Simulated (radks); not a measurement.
Problem. These are the eigenvalues of the occupied orbitals of an atom or ion with whole-number occupations (hartree). All-electron calculation, Dirac Kohn-Sham, PBE, spin-unpolarised, spherical densities, finite nucleus; Fermi nuclear charge, rms radius of each element as measured or else 0.836 A^(1/3) + 0.57 fm. Program: a radial shooting solver on a logarithmic mesh with Libxc functionals.

1s1/2: -3050.757
2s1/2: -540.8611
2p1/2: -519.1221
2p3/2: -447.5497
3s1/2: -128.8712
3p1/2: -119.0403
3p3/2: -103.1874
3d3/2: -86.85004
3d5/2: -83.45300
4s1/2: -28.88093
4p1/2: -24.65839
4p3/2: -20.83068
4d3/2: -13.91502
4d5/2: -13.20129
5s1/2: -5.03410
4f5/2: -4.30340
4f7/2: -4.14933
5p1/2: -3.64167
5p3/2: -2.97167
5d3/2: -1.10043
5d5/2: -1.02980

Which element is it, and in what charge state? The configuration may be excited. Open shells, if any, fill j = l - 1/2 first.

Solution. Z = 80, mercury, charge +2: Hg2+ in [Xe] 4f14 5d10. The list shows which subshells hold electrons but not how many an open one holds; the 1s level, -3050.8 hartree, gives Z - s = 78.1 by -(Z - s)^2/2, which with screening and relativity narrows Z to a few neighbours, and the depths of the outer levels then fix element, charge and occupations together.
